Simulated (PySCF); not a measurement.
2-phenylpyridine, SMILES c1ccc(-c2ccccn2)cc1, GFN2-xTB optimised geometry.

```
21

C     -1.80    -3.05     0.00
C     -2.48    -1.85     0.00
C     -1.79    -0.65     0.00
C     -0.39    -0.64     0.00
C      0.39     0.61     0.00
C     -0.18     1.88     0.00
C      0.64     2.99     0.00
C      2.02     2.82     0.00
C      2.50     1.52     0.00
N      1.72     0.45     0.00
C      0.28    -1.86     0.00
C     -0.41    -3.05     0.00
H     -2.34    -3.98     0.00
H     -3.56    -1.84     0.00
H     -2.35     0.27     0.00
H     -1.25     2.01     0.00
H      0.22     3.99     0.00
H      2.69     3.66     0.00
H      3.56     1.31     0.00
H      1.36    -1.84     0.00
H      0.13    -3.99     0.00
```

Density from CAM-B3LYP/def2-SVP (PySCF) at that geometry.

Minimum of the electron density along straight lines between bonded atoms, close to the bond critical point (lines longer than 1.1 times the sum of covalent radii, or with two minima, are not listed):

| bond | length / Å | ρ at the minimum / e bohr⁻³ | ∇²ρ there / e bohr⁻⁵ | position (fraction from the first atom) |
|---|---|---|---|---|
| C1–C2 | 1.384 | 0.315 | -0.82 | 0.50 |
| C2–C3 | 1.383 | 0.315 | -0.82 | 0.50 |
| C3–C4 | 1.394 | 0.309 | -0.79 | 0.50 |
| C4–C5 | 1.471 | 0.275 | -0.69 | 0.49 |
| C5–C6 | 1.398 | 0.310 | -0.79 | 0.50 |
| C6–C7 | 1.383 | 0.315 | -0.82 | 0.50 |
| C7–C8 | 1.386 | 0.314 | -0.82 | 0.50 |
| C8–C9 | 1.387 | 0.316 | -0.83 | 0.50 |
| C5–N10 | 1.334 | 0.346 | -1.08 | 0.36 |
| C9–N10 | 1.316 | 0.356 | (withheld) | 0.35 |
| C4–C11 | 1.396 | 0.309 | -0.79 | 0.50 |
| C1–C12 | 1.386 | 0.314 | -0.82 | 0.50 |
| C11–C12 | 1.380 | 0.317 | -0.83 | 0.50 |
| C1–H13 | 1.080 | 0.284 | -1.09 | 0.63 |
| C2–H14 | 1.081 | 0.283 | -1.09 | 0.63 |
| C3–H15 | 1.079 | 0.284 | -1.09 | 0.63 |
| C6–H16 | 1.078 | 0.285 | -1.10 | 0.63 |
| C7–H17 | 1.081 | 0.284 | -1.10 | 0.64 |
| C8–H18 | 1.079 | 0.284 | -1.10 | 0.64 |
| C9–H19 | 1.083 | 0.287 | -1.13 | 0.64 |
| C11–H20 | 1.078 | 0.288 | -1.15 | 0.65 |
| C12–H21 | 1.080 | 0.284 | -1.09 | 0.63 |

### Question
Complete the blanks.

### Answer

- C9–N10, ∇²ρ there / e bohr⁻⁵: -1.00
